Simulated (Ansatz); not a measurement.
System: CH₈FNSi₂ (charge 0, singlet). SMILES: C[SiH](F)N[SiH3]
Coordinates optimised at B3LYP-D3(BJ)/def2-TZVP (Ansatz, an electronic-structure program):
```xyz
13

Si     0.8017     0.6594    -0.3039
C      1.6931    -0.9113    -0.7270
F      1.3454     1.1346     1.1381
N     -0.9012     0.4471    -0.2836
Si    -1.8640    -0.8964     0.2401
H      1.1013     1.7722    -1.2287
H      1.3956    -1.2742    -1.7127
H      2.7716    -0.7419    -0.7359
H      1.4846    -1.6961     0.0020
H     -1.4246     1.2811    -0.5173
H     -2.7940    -0.5023     1.3251
H     -0.9436    -1.9424     0.7338
H     -2.6775    -1.4518    -0.8690
```

Wanted: vertical ionisation energy (to the doublet state of charge +1; each state is the SCF solution reached for its spin), in eV. Cores are frozen in the correlated levels unless marked. UHF or UKS for open shells. No spin-orbit coupling. Non-relativistic. Basis-set limits of correlation are two-point, X^-3; Hartree-Fock from the larger set. [CCSD(T)-MP2]/basis is that difference in the basis named.

| level | program | vertical ionisation energy (eV) |
|---|---|---|
| wB97X-V/def2-TZVPD | Ansatz | (withheld) |
| RI-MP2/CBS(aug-cc-pV(T+d)Z,aug-cc-pV(Q+d)Z)+[CCSD(T)-MP2]/aug-cc-pV(T+d)Z | Ansatz | (withheld) |

Q: Complete the blanks.

A: 
- wB97X-V/def2-TZVPD, vertical ionisation energy (eV): 10.16
- RI-MP2/CBS(aug-cc-pV(T+d)Z,aug-cc-pV(Q+d)Z)+[CCSD(T)-MP2]/aug-cc-pV(T+d)Z, vertical ionisation energy (eV): 10.34
